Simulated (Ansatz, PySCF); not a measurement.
Gas-phase reaction R1 → P1 + P2, each structure at its B3LYP-D3(BJ)/def2-TZVP stationary point, reached from a drawn start (curvature not checked).
R1: H6Mo (SMILES [MoH6]), charge 0, multiplicity 1.
P1, H5Mo (SMILES [MoH5]) (charge 0, multiplicity 2, Z-matrix in Å and degrees):
```
Mo
H 1 1.6489
H 2 1.6571 1 60.75
H 2 1.6578 1 60.74 3 179.98
H 1 1.7019 2 120.83 3 -89.91
H 1 1.7019 2 120.83 3 89.93
```
P2: H atom, charge 0, multiplicity 2.

| level | reaction energy (kcal/mol) | cost |
|---|---|---|
| HF/def2-SVP | 27.81 | - |
| HF/def2-QZVPP | 28.03 | - |
| revPBE/def2-TZVPP | 66.05 | ×1 |
| r2SCAN/def2-TZVPP | 66.90 | ×2 |
| B3LYP/def2-TZVPP | 64.56 | ×1 |
| PBE0/def2-TZVPP | 65.16 | ×1 |
| M06-2X/def2-TZVPP | 63.26 | - |
| CAM-B3LYP/def2-TZVPP | 64.18 | ×1 |
| SCS-MP2/def2-SVP | 66.83 | - |
| SCS-MP2/def2-TZVPP | 73.01 | - |
| SCS-MP2/def2-QZVPP | 74.46 | - |
| CCSD/def2-SVP | 59.56 | - |
| CCSD/def2-QZVPP | 64.20 | - |
| CCSD(T)/CBS(def2-TZVPP, def2-QZVPP) | 68.10 | ×400* |

P less R. No zero-point or thermal terms; singlets are restricted closed shells; open shells are unrestricted; no spin–orbit coupling. The spin states of the d-block species are the ones drawn and need not be the lowest.

Frozen-core correlation throughout. CBS: X⁻³ extrapolation of the correlation energy, Hartree–Fock from the larger set.

The values were computed with Ansatz (an electronic-structure program); PySCF for M06-2X. Each number belongs to the level named beside it. Elements past Kr take the def2 small-core potentials, without spin–orbit coupling.

Costs are rough ratios of core time to PBE/def2-TZVPP (about 5 s over the structures, on one shared machine); a dash marks a level with no comparable run of its own. A star marks coupled-cluster runs past 200 virtual orbitals, where the program's memory plan changes under this machine's limit, so their costs aren't comparable with smaller runs.
